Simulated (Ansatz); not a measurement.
Basis-set extrapolation for C3H5AlO, SMILES `C=[C]1[O][Al]1[CH3]` (PBE0-D4/def2-TZVP geometry, frozen core, the Gaussian-basis code of Ansatz). Multiplicity 1, RHF reference.

|  | def2-TZVPP | def2-QZVPP |
| --- | --- | --- |
| HF | -433.337616 | -433.353608 |
| MP2 correlation | -0.801633 | -0.857483 |
| CCSD(T) correlation | -0.867452 | not run |

Energies in hartree. Use E(X) = E(∞) + A·exp(−7.88·√X) for Hartree–Fock and E(X) = E(∞) + B·X^(−2.97) for correlation, with X = 3 and 4, and add CCSD(T) minus MP2 of the smaller set to the MP2 limit.

**Question.** What is the CCSD(T) energy at the basis-set limit?

**Answer.** HF limit: -433.353608 + (-0.015992) × 0.13774 = -433.35581. MP2 limit: -0.857483 + (-0.055850) × 0.74074 = -0.89885. Higher-order term: -0.867452 − (-0.801633) = -0.06582. Total: -434.32048 hartree, 303.0 kJ/mol below CCSD(T)/def2-TZVPP.
